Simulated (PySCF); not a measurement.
PySCF input (BP86/6-31G* (5d)):

```python
from pyscf import gto, dft

mol = gto.M(
    atom='''
    C    -0.52259556    1.41380818   -0.54710335
    C    -0.47628879   -0.00863254   -0.10906475
    C    -1.76113446   -0.73758789    0.07712034
    C     0.73653517   -0.51459163    0.60259510
    N     1.98103512   -0.12297846   -0.06787998
    H     0.47082954    1.78409374   -0.79625337
    H    -0.92322001    2.06075267    0.25152764
    H    -1.18221459    1.54698921   -1.40901904
    H    -1.61418387   -1.81869408    0.13333524
    H    -2.46315045   -0.52641688   -0.73370246
    H    -2.26847651   -0.43754736    1.00949665
    H     0.63649361   -1.60091063    0.74420106
    H     0.77768246   -0.08277357    1.61760298
    H     2.05416823   -0.58675710   -0.96638075
    H     2.78572766   -0.39586353    0.48306804
    ''',
    basis='6-31g*',
    charge=0,
    spin=1,
    verbose=4,
)

mf = dft.UKS(mol, xc='bp86')
mf.grids.level = 3
mf.conv_tol = 1e-9
mf.max_cycle = 100
mf.max_memory = 1500
mf.kernel()
if not mf.converged:
    mf = mf.newton()
    mf.kernel(mf.make_rdm1())
mo, _, stable, _ = mf.stability(return_status=True)
if not stable:
    mf.kernel(mf.make_rdm1(mo, mf.mo_occ))
    stable = mf.stability(return_status=True)[2]
mf.dip_moment()
```

Output:

```
PySCF version 2.14.0

[INPUT] verbose = 4
[INPUT] num. atoms = 15
[INPUT] num. electrons = 41
[INPUT] charge = 0
[INPUT] spin (= nelec alpha-beta = 2S) = 1
[INPUT] symmetry False subgroup None
[INPUT] Mole.unit = angstrom
[INPUT] Symbol           X                Y                Z      unit          X                Y                Z       unit  Magmom
[INPUT]  1 C     -0.522595560000   1.413808180000  -0.547103350000 AA   -0.987562482314   2.671710252870  -1.033875493332 Bohr   0.0
[INPUT]  2 C     -0.476288790000  -0.008632540000  -0.109064750000 AA   -0.900055369300  -0.016313136359  -0.206102507344 Bohr   0.0
[INPUT]  3 C     -1.761134460000  -0.737587890000   0.077120340000 AA   -3.328061797934  -1.393839104896   0.145736321233 Bohr   0.0
[INPUT]  4 C      0.736535170000  -0.514591630000   0.602595100000 AA    1.391849752410  -0.972437246694   1.138739703005 Bohr   0.0
[INPUT]  5 N      1.981035120000  -0.122978460000  -0.067879980000 AA    3.743613819945  -0.232395608621  -0.128274571541 Bohr   0.0
[INPUT]  6 H      0.470829540000   1.784093740000  -0.796253370000 AA    0.889738881955   3.371448549151  -1.504700795062 Bohr   0.0
[INPUT]  7 H     -0.923220010000   2.060752670000   0.251527640000 AA   -1.744632971618   3.894258156766   0.475318352358 Bohr   0.0
[INPUT]  8 H     -1.182214590000   1.546989210000  -1.409019040000 AA   -2.234061795565   2.923385924557  -2.662660089898 Bohr   0.0
[INPUT]  9 H     -1.614183870000  -1.818694080000   0.133335240000 AA   -3.050365428991  -3.436833715568   0.251967086353 Bohr   0.0
[INPUT] 10 H     -2.463150450000  -0.526416880000  -0.733702460000 AA   -4.654679754099  -0.994783730548  -1.386496706320 Bohr   0.0
[INPUT] 11 H     -2.268476510000  -0.437547360000   1.009496650000 AA   -4.286799323909  -0.826844676926   1.907672192166 Bohr   0.0
[INPUT] 12 H      0.636493610000  -1.600910630000   0.744201060000 AA    1.202798602936  -3.025282640605   1.406336185011 Bohr   0.0
[INPUT] 13 H      0.777682460000  -0.082773570000   1.617602980000 AA    1.469606861278  -0.156419377653   3.056826610480 Bohr   0.0
[INPUT] 14 H      2.054168230000  -0.586757100000  -0.966380750000 AA    3.881815368483  -1.108810220644  -1.826194949552 Bohr   0.0
[INPUT] 15 H      2.785727660000  -0.395863530000   0.483068040000 AA    5.264262335025  -0.748073654404   0.912866295130 Bohr   0.0

nuclear repulsion = 183.260278090011
number of shells = 50
number of NR pGTOs = 175
number of NR cGTOs = 90
basis = 6-31g*
ecp = {}

******** <class 'pyscf.dft.uks.UKS'> ********
method = UKS
initial guess = minao
damping factor = 0
level_shift factor = 0
DIIS = <class 'pyscf.scf.diis.CDIIS'>
diis_start_cycle = 1
diis_space = 8
diis_damp = 0
SCF conv_tol = 1e-09
SCF conv_tol_grad = None
SCF max_cycles = 100
direct_scf = True
direct_scf_tol = 1e-13
number electrons alpha = 21  beta = 20
XC library pyscf.dft.libxc version 7.1.2
    S. Lehtola, C. Steigemann, M. J. T. Oliveira, and M. A. L. Marques,  SoftwareX 7, 1–5 (2018)
XC functionals = bp86
    A. D. Becke,  Phys. Rev. A 38, 3098 (1988)
    J. P. Perdew,  Phys. Rev. B 33, 8822 (1986)
    J. P. Perdew,  Phys. Rev. B 34, 7406–7406 (1986)
radial grids:
    Treutler-Ahlrichs [JCP 102, 346 (1995); DOI:10.1063/1.469408] (M4) radial grids

becke partition: Becke, JCP 88, 2547 (1988); DOI:10.1063/1.454033
pruning grids: <function nwchem_prune>
grids dens level: 3
symmetrized grids: False
atomic radii adjust function: <function treutler_atomic_radii_adjust>
small_rho_cutoff = 0
Set gradient conv threshold to 3.16228e-05
tot grids = 168456
init E= -213.249195810046
  alpha nocc = 21  HOMO = -0.182928991079478  LUMO = 0.016564933105375
  beta  nocc = 20  HOMO = -0.295109089353912  LUMO = -0.182928991079478

WARN: HOMO -0.182928991079478 >= LUMO -0.182928991079478

cycle= 1 E= -213.016839859729  delta_E= 0.232  |g|= 0.437  |ddm|= 2.37
  alpha nocc = 21  HOMO = -0.0486694886115733  LUMO = 0.109820675078506
  beta  nocc = 20  HOMO = -0.0754817803284547  LUMO = 0.0109390572865418
  HOMO = -0.0486694886116  LUMO = 0.0109390572865  gap/eV = 1.62203
cycle= 2 E= -212.895016390746  delta_E= 0.122  |g|= 0.656  |ddm|= 1.26
  alpha nocc = 21  HOMO = -0.131492423743098  LUMO = 0.067028518451473
  beta  nocc = 20  HOMO = -0.188515400147007  LUMO = -0.0667169206830867
  HOMO = -0.131492423743  LUMO = -0.0667169206831  gap/eV = 1.76263
cycle= 3 E= -213.118444364724  delta_E= -0.223  |g|= 0.0522  |ddm|= 0.824
  alpha nocc = 21  HOMO = -0.129703829114899  LUMO = 0.0682282507407006
  beta  nocc = 20  HOMO = -0.179566029247765  LUMO = -0.0622220274032257
  HOMO = -0.129703829115  LUMO = -0.0622220274032  gap/eV = 1.83627
cycle= 4 E= -213.119445087225  delta_E= -0.001  |g|= 0.0253  |ddm|= 0.0722
  alpha nocc = 21  HOMO = -0.130233911224725  LUMO = 0.0676472641385346
  beta  nocc = 20  HOMO = -0.18346174107942  LUMO = -0.0607225100969901
  HOMO = -0.130233911225  LUMO = -0.060722510097  gap/eV = 1.89150
cycle= 5 E= -213.119738040656  delta_E= -0.000293  |g|= 0.00509  |ddm|= 0.0263
  alpha nocc = 21  HOMO = -0.131595510791747  LUMO = 0.0675127189801441
  beta  nocc = 20  HOMO = -0.182811937148601  LUMO = -0.0611413236147822
  HOMO = -0.131595510792  LUMO = -0.0611413236148  gap/eV = 1.91716
cycle= 6 E= -213.119748574966  delta_E= -1.05e-05  |g|= 0.00259  |ddm|= 0.00865
  alpha nocc = 21  HOMO = -0.131162324237685  LUMO = 0.0674808950863732
  beta  nocc = 20  HOMO = -0.183019720762207  LUMO = -0.060545263222036
  HOMO = -0.131162324238  LUMO = -0.060545263222  gap/eV = 1.92159
cycle= 7 E= -213.119751823556  delta_E= -3.25e-06  |g|= 0.00066  |ddm|= 0.00349
  alpha nocc = 21  HOMO = -0.131345953280004  LUMO = 0.0674579209105768
  beta  nocc = 20  HOMO = -0.183040015398395  LUMO = -0.0605920547638221
  HOMO = -0.13134595328  LUMO = -0.0605920547638  gap/eV = 1.92531
cycle= 8 E= -213.1197520622  delta_E= -2.39e-07  |g|= 0.000141  |ddm|= 0.0012
  alpha nocc = 21  HOMO = -0.131334179654842  LUMO = 0.06747276338811
  beta  nocc = 20  HOMO = -0.183022560992318  LUMO = -0.0605759807512363
  HOMO = -0.131334179655  LUMO = -0.0605759807512  gap/eV = 1.92543
cycle= 9 E= -213.119752073526  delta_E= -1.13e-08  |g|= 5.91e-05  |ddm|= 0.000269
  alpha nocc = 21  HOMO = -0.131329941280065  LUMO = 0.0674723211214259
  beta  nocc = 20  HOMO = -0.183023300256564  LUMO = -0.0605735128773213
  HOMO = -0.13132994128  LUMO = -0.0605735128773  gap/eV = 1.92538
cycle= 10 E= -213.119752075063  delta_E= -1.54e-09  |g|= 3.08e-05  |ddm|= 9.38e-05
  alpha nocc = 21  HOMO = -0.131327130579608  LUMO = 0.067473988316638
  beta  nocc = 20  HOMO = -0.183019839012717  LUMO = -0.0605717270589365
  HOMO = -0.13132713058  LUMO = -0.0605717270589  gap/eV = 1.92535
cycle= 11 E= -213.119752075493  delta_E= -4.3e-10  |g|= 1.2e-05  |ddm|= 3.87e-05
  alpha nocc = 21  HOMO = -0.131330121840683  LUMO = 0.0674725057686714
  beta  nocc = 20  HOMO = -0.183023945727008  LUMO = -0.0605752974109541
  HOMO = -0.131330121841  LUMO = -0.060575297411  gap/eV = 1.92534
Extra cycle  E= -213.119752075424  delta_E= 6.9e-11  |g|= 1.7e-05  |ddm|= 3.21e-05
converged SCF energy = -213.119752075424  <S^2> = 0.75314063  2S+1 = 2.0031382
uhf_internal: lowest eigs of H = [0.69111886 0.70139724 0.70923979]
<class 'pyscf.dft.uks.UKS'> wavefunction is stable in the internal stability analysis
Dipole moment(X, Y, Z, Debye):  0.23074, -1.16505,  0.25820
```

The geometry given is a B3LYP-D3(BJ)/def2-TZVP minimum.
